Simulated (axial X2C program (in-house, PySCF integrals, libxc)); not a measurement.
Ionising TeCl

Computed with an axial X2C code built on PySCF integrals, spin-free (one-electron X2C) or two-component (2c: spin–orbit coupling with atomic mean-field Coulomb and Gaunt terms, which also bring small scalar terms), in Dyall basis sets with cores contracted in-house; open shells are unrestricted.

Basis sets: Cl dyall-av3z, Te dyall-cv3z.

```
Hamiltonian  level        TeCl state  Re (Å)  ωe (cm⁻¹)  De (eV)
  spin-free   PBE0  M_S = 1/2, Λ = 1   2.317      393.9     2.76
         2c   PBE0           Ω = 3/2   2.328      382.6     2.77
```

Adiabatic ionisation energy (minimum to minimum, no zero-point term) and constants of TeCl⁺:

| Hamiltonian | level | TeCl⁺ state | IE (eV) | Re (Å) | ωe (cm⁻¹) | De (eV) | fragments |
| --- | --- | --- | --- | --- | --- | --- | --- |
| spin-free | PBE0 | M_S = 1, Λ = 0 | 8.57 | 2.228 | 457.9 | 2.92 | Te+ + Cl |
| 2c | PBE0 | Ω = 1 | 8.85 | 2.231 | 454.3 | 2.81 | Te+ + Cl |

Q: Add the zero-point terms to the ionisation energy at PBE0, 2c, and say whether the electron removed was bonding.

A: IE0 = IE + (ωe⁺ − ωe)/2 = 8.85 + (0.004) = 8.85 eV. Re changes by -0.097 Å, so the bond shortens, as on loss of an antibonding or a polarising non-bonding electron.

Q: Close the cycle De(TeCl⁺) + IE(TeCl) = De(TeCl) + IE(Te) to find the atomic ionisation energy at PBE0, 2c.

A: IE(Te) = 2.81 + 8.85 − 2.77 = 8.89 eV, for the determinants used.

Each entry is the lowest single determinant of a limited PBE0 search at one distance. De goes to single-determinant-based atoms at the same level (for ions the charge split of lowest energy) and is withheld (n/a) where an atom does not fit its ground term or J level. Main or longest-lived isotopes. One determinant is a doubtful description, or other states lie close, for TeCl⁺; these need not be ground states, and all values refer to the states named. Some open-shell Ω = 0 determinants are out of reach, so the Ω given for TeCl⁺ need not be the lowest component. With several unpaired electrons the Ω given is that of one determinant, not necessarily of the lowest component. Some light 2c atoms are not at their ground J level, so De misses part of their lowering (0.04 eV or less). The functionals have no current term, which raises determinants with orbital currents.
